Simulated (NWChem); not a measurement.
System: AuH₂OCl; SMILES [Au]([Cl])<-[OH2]

Program: NWChem. Medium grid unless said otherwise, to which SCAN and Minnesota functionals are sensitive. All runs use the structure optimised with PBE0/def2-SVP. def2 effective core potentials on Au; no spin-orbit coupling. B3LYP is NWChem's, with the RPA form of VWN correlation.

### Question
Order these by “orbital gap (eV)”, lowest first: BP86/def2-SVP; BHandHLYP/def2-SVP; LC-BLYP (range parameter 0.33 per bohr)/def2-SVP; B3LYP/def2-SVP.

### Answer
BP86/def2-SVP (3.42), B3LYP/def2-SVP (5.01), BHandHLYP/def2-SVP (7.58), LC-BLYP (range parameter 0.33 per bohr)/def2-SVP (9.55)
